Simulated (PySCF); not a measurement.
PySCF job for C₂H₇OSi, SMILES C[Si](C)O (connectivity only; charge and spin as stated), charge +1, multiplicity 1, TDDFT-M06-2X/def2-SVPD. Geometry: B3LYP-D3(BJ)/def2-SVP. The spin state was assumed, not searched. The isomer is the one that the SMILES or the coordinates give; other isomers of the formula were not compared. Other conformers were not sampled.

```python
import numpy as np
from pyscf import gto, scf, dft, tdscf

mol = gto.M(
    atom='''
    C     1.59857022   -0.84020457    0.03722362
    Si   -0.00351020    0.03211852   -0.00380936
    C    -1.63679846   -0.76308098    0.23072760
    O     0.12437397    1.60886101   -0.27654167
    H     1.78406739   -1.21639391    1.05987810
    H     1.57039302   -1.71859275   -0.63053607
    H     2.41906750   -0.16898392   -0.25650915
    H    -1.83763509   -1.42756309   -0.63019705
    H    -2.45725804   -0.03567498    0.31840672
    H    -1.61162579   -1.40314570    1.13013248
    H    -0.58348834    2.26952037   -0.33321787
    ''',
    basis='def2-SVPD',
    charge=1,
    spin=0,
    max_memory=1600,
    verbose=4,
)
mf = dft.RKS(mol, xc='m06-2x').density_fit(auxbasis='def2-universal-jkfit')
mf.grids.level = 4
mf.conv_tol = 1e-9
mf.max_cycle = 100
mf.kernel()
mf.grids = dft.Grids(mol).set(level=2).build(with_non0tab=True)  # coarser grid for the response kernel
td = tdscf.TDDFT(mf)
td.singlet = True
td.nstates = 10
td.conv_tol = 1e-4
td.positive_eig_threshold = 1e-6
td.kernel(x0=td.get_init_guess(mf, 15))
td.analyze()
tt = tdscf.TDA(mf)
tt.singlet = False
tt.nstates = 4
tt.conv_tol = 1e-4
tt.positive_eig_threshold = 1e-6
tt.kernel(x0=tt.get_init_guess(mf, 9))
tt.analyze(verbose=3)
```

It prints:

```
PySCF version 2.14.0

[INPUT] verbose = 4
[INPUT] num. atoms = 11
[INPUT] num. electrons = 40
[INPUT] charge = 1
[INPUT] spin (= nelec alpha-beta = 2S) = 0
[INPUT] symmetry False subgroup None
[INPUT] Mole.unit = angstrom
[INPUT] Symbol           X                Y                Z      unit          X                Y                Z       unit  Magmom
[INPUT]  1 C      1.598570220000  -0.840204570000   0.037223620000 AA    3.020859906686  -1.587756525908   0.070342447165 Bohr   0.0
[INPUT]  2 Si    -0.003510200000   0.032118520000  -0.003809360000 AA   -0.006633316642   0.060695206326  -0.007198647110 Bohr   0.0
[INPUT]  3 C     -1.636798460000  -0.763080980000   0.230727600000 AA   -3.093100810510  -1.442014063065   0.436011973378 Bohr   0.0
[INPUT]  4 O      0.124373970000   1.608861010000  -0.276541670000 AA    0.235032740325   3.040306681391  -0.522588018330 Bohr   0.0
[INPUT]  5 H      1.784067390000  -1.216393910000   1.059878100000 AA    3.371398754868  -2.298651349489   2.002879334424 Bohr   0.0
[INPUT]  6 H      1.570393020000  -1.718592750000  -0.630536070000 AA    2.967612715729  -3.247669617163  -1.191540483960 Bohr   0.0
[INPUT]  7 H      2.419067500000  -0.168983920000  -0.256509150000 AA    4.571375051836  -0.319333328255  -0.484732041945 Bohr   0.0
[INPUT]  8 H     -1.837635090000  -1.427563090000  -0.630197050000 AA   -3.472627036990  -2.697703265638  -1.190899829009 Bohr   0.0
[INPUT]  9 H     -2.457258040000  -0.035674980000   0.318406720000 AA   -4.643544712986  -0.067415941699   0.601701497021 Bohr   0.0
[INPUT] 10 H     -1.611625790000  -1.403145700000   1.130132480000 AA   -3.045531358386  -2.651561085861   2.135640871676 Bohr   0.0
[INPUT] 11 H     -0.583488340000   2.269520370000  -0.333217870000 AA   -1.102633159477   4.288771933422  -0.629690514111 Bohr   0.0

nuclear repulsion = 169.947505162516
number of shells = 63
number of NR pGTOs = 205
number of NR cGTOs = 143
basis = def2-SVPD
ecp = {}


[settings echo left out]
init E= -445.131755539239
  HOMO = -0.367663272073312  LUMO = -0.0708344358881314  gap/eV = 8.07712
cycle= 1 E= -444.557331299859  delta_E= 0.574  |g|= 0.58  |ddm|= 3.71
  HOMO = -0.555753791987625  LUMO = -0.257373042470376  gap/eV = 8.11935
cycle= 2 E= -444.534732943485  delta_E= 0.0226  |g|= 0.714  |ddm|= 1.46
  HOMO = -0.597244631784855  LUMO = -0.240994682438303  gap/eV = 9.69405
cycle= 3 E= -444.632459982417  delta_E= -0.0977  |g|= 0.0789  |ddm|= 0.704
  HOMO = -0.593945519945238  LUMO = -0.226863961439717  gap/eV = 9.98880
cycle= 4 E= -444.633696594562  delta_E= -0.00124  |g|= 0.0256  |ddm|= 0.126
  HOMO = -0.591344324750656  LUMO = -0.226667610429582  gap/eV = 9.92336
cycle= 5 E= -444.63386580536  delta_E= -0.000169  |g|= 0.00399  |ddm|= 0.0464
  HOMO = -0.592297527166858  LUMO = -0.227180940323561  gap/eV = 9.93533
cycle= 6 E= -444.633869997496  delta_E= -4.19e-06  |g|= 0.001  |ddm|= 0.00604
  HOMO = -0.592079355630571  LUMO = -0.226997220915857  gap/eV = 9.93439
cycle= 7 E= -444.633870322977  delta_E= -3.25e-07  |g|= 0.000267  |ddm|= 0.00201
  HOMO = -0.592148872264517  LUMO = -0.227057905258069  gap/eV = 9.93463
cycle= 8 E= -444.63387034599  delta_E= -2.3e-08  |g|= 5.14e-05  |ddm|= 0.00056
  HOMO = -0.592149411625109  LUMO = -0.227054334820405  gap/eV = 9.93474
cycle= 9 E= -444.633870347128  delta_E= -1.14e-09  |g|= 2.67e-05  |ddm|= 0.000127
  HOMO = -0.592148529784783  LUMO = -0.227052494734204  gap/eV = 9.93477
cycle= 10 E= -444.63387034737  delta_E= -2.42e-10  |g|= 6.32e-06  |ddm|= 4.34e-05
  HOMO = -0.592148917515587  LUMO = -0.227052812565273  gap/eV = 9.93477
Extra cycle  E= -444.633870347374  delta_E= -4.21e-12  |g|= 5.37e-06  |ddm|= 1.58e-05
converged SCF energy = -444.633870347374
tot grids = 83160
Overwritten attributes  positive_eig_threshold  of <class 'pyscf.tdscf.rks.TDDFT'>


******** <class 'pyscf.tdscf.rks.TDDFT'> for <class 'pyscf.df.df_jk.DFRKS'> ********
nstates = 10 singlet
deg_eia_thresh = 1.000e-03
wfnsym = None
conv_tol = 0.0001
eigh lindep = 1e-12
eigh level_shift = 0
eigh max_cycle = 100


Excitation energies (eV)
[6.11156928 7.7456671  8.22780029 8.40472491 8.5845619  8.93808556
 9.16276571 9.35430304 9.56177829 9.68485716]

** Singlet excitation energies and oscillator strengths **
Excited State   1:      6.11157 eV    202.87 nm  f=0.0000
      20 -> 21       -0.70369
Excited State   2:      7.74567 eV    160.07 nm  f=0.0050
      14 -> 21        0.15160
      18 -> 21       -0.15385
      19 -> 21       -0.65750
Excited State   3:      8.22780 eV    150.69 nm  f=0.0706
      16 -> 21       -0.15144
      18 -> 21        0.44329
      19 -> 21       -0.10519
      19 -> 22        0.11399
      20 -> 22        0.46781
      20 -> 24       -0.10328
Excited State   4:      8.40472 eV    147.52 nm  f=0.0813
      16 -> 21        0.12937
      18 -> 21        0.48852
      19 -> 21       -0.11354
      20 -> 22       -0.44426
Excited State   5:      8.58456 eV    144.43 nm  f=0.0070
      16 -> 21       -0.25885
      17 -> 21        0.64737
Excited State   6:      8.93809 eV    138.71 nm  f=0.1788
      16 -> 21       -0.61253
      17 -> 21       -0.24384
      20 -> 22       -0.21782
Excited State   7:      9.16277 eV    135.31 nm  f=0.0010
      14 -> 21        0.66914
      19 -> 21        0.16206
Excited State   8:      9.35430 eV    132.54 nm  f=0.0047
      13 -> 21       -0.21108
      15 -> 22        0.10602
      18 -> 22        0.59925
      18 -> 23       -0.12918
      19 -> 22       -0.15906
Excited State   9:      9.56178 eV    129.67 nm  f=0.0102
      15 -> 21       -0.64638
      20 -> 23        0.16371
Excited State  10:      9.68486 eV    128.02 nm  f=0.1378
      15 -> 21       -0.21362
      18 -> 22        0.10523
      19 -> 22        0.39476
      20 -> 23       -0.46508

** Transition electric dipole moments (AU) **
state          X           Y           Z        Dip. S.      Osc.
  1        -0.0048     -0.0051     -0.0007      0.0000      0.0000
  2        -0.0121     -0.0204     -0.1599      0.0261      0.0050
  3         0.4683     -0.3600      0.0372      0.3503      0.0706
  4        -0.3475     -0.5112      0.1133      0.3950      0.0813
  5         0.0273      0.0694      0.1658      0.0331      0.0070
  6        -0.8987     -0.0923      0.0119      0.8163      0.1788
  7        -0.0279      0.0051      0.0598      0.0044      0.0010
  8        -0.0013      0.0222      0.1417      0.0206      0.0047
  9         0.1515     -0.1425      0.0208      0.0437      0.0102
 10        -0.6408      0.4096     -0.0487      0.5807      0.1378

** Transition velocity dipole moments (imaginary part, AU) **
state          X           Y           Z        Dip. S.      Osc.
  1        -0.0011     -0.0007      0.0012      0.0000      0.0000
  2        -0.0034     -0.0062     -0.0455      0.0021      0.0050
  3         0.1559     -0.1089      0.0107      0.0363      0.0800
  4        -0.1216     -0.1640      0.0367      0.0430      0.0928
  5         0.0090      0.0224      0.0568      0.0038      0.0081
  6        -0.3088     -0.0319      0.0055      0.0964      0.1957
  7        -0.0109      0.0027      0.0207      0.0006      0.0011
  8        -0.0011      0.0062      0.0429      0.0019      0.0037
  9         0.0612     -0.0492      0.0072      0.0062      0.0118
 10        -0.2525      0.1613     -0.0187      0.0901      0.1688

** Transition magnetic dipole moments (imaginary part, AU) **
state          X           Y           Z
  1        -0.1519      1.3778     -0.2196
  2        -0.7797     -0.1745      0.0926
  3         0.0439      0.0861      0.5171
  4        -0.0179     -0.0574     -0.3382
  5         0.3647      0.0395     -0.0268
  6        -0.0113     -0.0408     -0.2624
  7        -0.3099     -0.0414      0.0414
  8        -0.8953      0.0040      0.0610
  9        -0.0199     -0.0744     -0.3362
 10         0.0390      0.1440      0.9295
Overwritten attributes  positive_eig_threshold  of <class 'pyscf.tdscf.rks.TDA'>


******** <class 'pyscf.tdscf.rks.TDA'> for <class 'pyscf.df.df_jk.DFRKS'> ********
nstates = 4 triplet
deg_eia_thresh = 1.000e-03
wfnsym = None
conv_tol = 0.0001
eigh lindep = 1e-12
eigh level_shift = 0
eigh max_cycle = 100


Excitation energies (eV)
[5.79036187 6.97430963 7.31718824 7.60176168]

** Triplet excitation energies and oscillator strengths **
Excited State   1:      5.79036 eV    214.12 nm  f=0.0000
Excited State   2:      6.97431 eV    177.77 nm  f=0.0000
Excited State   3:      7.31719 eV    169.44 nm  f=0.0000
Excited State   4:      7.60176 eV    163.10 nm  f=0.0000
```

Self-consistency was reached.
